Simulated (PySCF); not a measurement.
Ligand exchange on a metal centre used in film growth or etching (Ta F-OH). Isolated molecules, 0 K electronic values unless said otherwise. One relaxed conformer stands for each flexible species; it need not be the lowest.

Level of theory: B3LYP-D3(BJ)/def2-TZVP // r2SCAN-D4/def2-SVP (PySCF). All candidates: neutral, multiplicity 1. B3LYP has the VWN-RPA correlation part, as in Gaussian. 

```yaml
HOMO: -10.36 eV
LUMO: -2.12 eV
HOMO–LUMO gap: 8.24 eV
```

Problem. Name which member has these values.
(A) [Ta(F)(OH)4]
(B) [Ta(F)2(OH)3]
(C) [Ta(OH)5]
(D) [Ta(F)4(OH)]

Solution. D, [Ta(F)4(OH)]. The others give [Ta(F)(OH)4]: -9.01 eV, -1.30 eV, 7.71 eV; [Ta(F)2(OH)3]: -9.35 eV, -1.69 eV, 7.66 eV; [Ta(OH)5]: -8.30 eV, -1.13 eV, 7.17 eV
